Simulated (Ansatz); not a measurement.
An input meant for Li7Al3⁺ (charge 1, doublet; atoms displaced at random, 0.08 Å in each coordinate).

```yaml
crystal:
  periodic: [false, false, false]
  atoms:
    - {symbol: Li, position_ang: [0.342533, 1.797125, 2.570548]}
    - {symbol: Li, position_ang: [-1.936073, -1.178887, 2.009928]}
    - {symbol: Li, position_ang: [2.495295, 1.430555, -0.587966]}
    - {symbol: Li, position_ang: [2.161100, -0.961815, 2.335396]}
    - {symbol: Li, position_ang: [-1.580890, -0.595008, -3.309202]}
    - {symbol: Li, position_ang: [1.137865, -1.841503, -0.965390]}
    - {symbol: Li, position_ang: [-1.798069, 1.643011, -0.150576]}
    - {symbol: Al, position_ang: [0.374724, 0.553061, -1.710822]}
    - {symbol: Al, position_ang: [-1.704024, -0.934247, -0.832428]}
    - {symbol: Al, position_ang: [0.235954, 0.116258, 0.901354]}
basis:
  gaussian: {orbitals: def2-TZVP}
total_charge: 1
magnetization: {spin_polarized: true, initial_magnetization: 5}
hamiltonian: {xc: {name: PBE0}}
scf: {omitted_lower_state_checks: [starts]}
```

```sh
$ ansatz run in.yaml --threads 4 --pin off --events-out ev --progress --plain --max-ram 4787MiB
```

Shortened log:

```
Functional definition: PBE0
1740 factors; their error is unknown
mean field evaluation 1: about -21191.0725 eV, gradient 3.9e1 eV
mean field evaluation 2: about -21128.2996 eV, gradient 7.1e1 eV
mean field evaluation 4: about -21200.2380 eV, gradient 2.3e1 eV
mean field evaluation 8: about -21206.6739 eV, gradient 2.4e-1 eV
mean field evaluation 16: about -21206.7145 eV, gradient 1.7e-2 eV
mean field evaluation 32: about -21206.7146 eV, gradient 1.4e-4 eV
mean field -21206.71459535 eV, -779.3323869516 hartree, gradient 5.3e-6 eV, S^2 8.784712; 0 other end points of the search recorded, 0 dependent functions left out
reference -21206.71465917 eV, -779.3323892970 hartree; 32, 27 occupied and 177, 182 virtual orbitals, 1740 factors
Total energy: -21206.71465917 eV, -779.3323892970 hartree
Checks for a lower state left out: starts
```

Problem. What is wrong with this run?

Solution. The spin is set far too high (5 unpaired electrons typed, 1 in the doublet as meant). Self-consistency was reached. The result belongs to that input, not to the species as meant.
